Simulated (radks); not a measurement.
Values are calculated unless marked as measured or tabulated.
Neutral barium, 56 electrons, occupied as [Xe] 6s2.

Level of theory: Dirac Kohn-Sham, PBE, spin-unpolarised, spherical densities, finite nucleus; Fermi nuclear charge, rms radius 4.8378 fm (a radial shooting solver on a logarithmic mesh with Libxc functionals).

Energy parts (eV):
| part | energy |
|---|---|
| total | -221473.24 |
| kinetic | 236405.94 |
| electron-nucleus | -538602.31 |
| Hartree | 86116.32 |
| exchange-correlation | -5393.19 |

Orbitals (lengths in bohr, moments of r in powers of bohr):
| orbital | occ. | eigenvalue (eV) | <1/r> |
|---|---|---|---|
| 1s1/2 | 2 | -37226.06 | 60.70 |
| 2s1/2 | 2 | -5881.766 | 14.25 |
| 2p1/2 | 2 | -5540.624 | 14.23 |
| 2p3/2 | 4 | -5158.893 | 12.99 |
| 3s1/2 | 2 | -1241.580 | 5.121 |
| 3p1/2 | 2 | -1098.368 | 5.033 |
| 3p3/2 | 4 | -1024.582 | 4.724 |
| 3d3/2 | 4 | -773.2954 | 4.585 |
| 3d5/2 | 6 | -757.5671 | 4.506 |
| 4s1/2 | 2 | -243.5969 | 2.102 |
| 4p1/2 | 2 | -191.5341 | 1.997 |
| 4p3/2 | 4 | -176.1571 | 1.897 |
| 4d3/2 | 4 | -91.1256 | 1.670 |
| 4d5/2 | 6 | -88.5121 | 1.645 |
| 5s1/2 | 2 | -33.6295 | 0.8069 |
| 5p1/2 | 2 | -20.1654 | 0.7036 |
| 5p3/2 | 4 | -18.0944 | 0.6686 |
| 6s1/2 | 2 | -3.2292 | 0.2614 |

The highest occupied level is 6s1/2 at -3.229 eV. Summed over all electrons, <r^2> = 96.78 bohr^2, which gives a Langevin (diamagnetic) susceptibility term of -76.6 x 10^-6 cm^3/mol.
